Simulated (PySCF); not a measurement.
**A ladder of Hamiltonians for Al(11+) (aluminium, charge +11)**

Occupied: 1s1/2. Hartree-Fock calculated with PySCF 2.14 in an even-tempered Gaussian basis (19 s from 0.53 bohr⁻², ratio 2.3; 12 p from 0.63 bohr⁻², ratio 2.3), Gaussian nucleus throughout. NR is non-relativistic, sf-X2C the spin-free one-electron X2C Hamiltonian, X2C adds the bare one-electron spin-orbit term, X2C-SNSO screens it by Boettger's factors, DC is four-component Dirac-Coulomb, and the Gaunt and Breit terms are added at first order (total energies over the DC spinors, levels after relaxing the spinors in that mean field). QED terms are absent. Levels marked empty are virtual spinors of this ion.

```csv
level (eV),NR,sf-X2C,X2C,X2C-SNSO
1s1/2,-2082.8,-2086.9,-2086.9,-2086.9
2s1/2 (empty),-440.83,-441.92,-441.92,-441.92
2p1/2 (empty),-419.07,-419.46,-420.05,-420.01
2p3/2 (empty),-419.07,-419.46,-419.17,-419.19
3s1/2 (empty),-191.06,-191.43,-191.43,-191.43
```

Where do the four-component calculations put these levels?

1s1/2: DC -2087.3, DC+Gaunt -2086.6, DC+Breit -2086.6; 2s1/2 (empty): DC -441.95, DC+Gaunt -441.89, DC+Breit -441.89; 2p1/2 (empty): DC -419.99, DC+Gaunt -419.86, DC+Breit -419.88; 2p3/2 (empty): DC -419.21, DC+Gaunt -419.15, DC+Breit -419.17; 3s1/2 (empty): DC -191.44, DC+Gaunt -191.42, DC+Breit -191.42 (eV).

```tsv
Hamiltonian	E (hartree)	E − E(DC) (hartree)	CPU seconds
NR	-160.9859	0.3557	0.27
sf-X2C	-161.3281	0.0136	0.16
X2C	-161.3281	0.0136	0.16
X2C-SNSO	-161.3281	0.0136	0.15
DC	-161.3416	0.0000	2.3
DC+Gaunt	-161.3144	0.0272	4.3
DC+Breit	-161.3144	0.0272	37
```

Weight of the small component: 1s1/2 0.00215, 2s1/2 0.000438, 2p1/2 0.000428, 2p3/2 0.000427, 3s1/2 0.000189.

Koopmans' value for the highest occupied level at DC+Breit: 2086.6 eV, against an ionisation energy of 2086.0 eV (theoretical estimate listed by NIST; NIST Atomic Spectra Database, ionization energies); the former lacks relaxation, correlation, QED and recoil.

The whole ladder took 45 s of wall time on 1 thread of Neoverse-V1 (shared host), launched as `OMP_NUM_THREADS=1 python relrun2.py TASK.json OUT` (a driver that calls PySCF for each Hamiltonian).
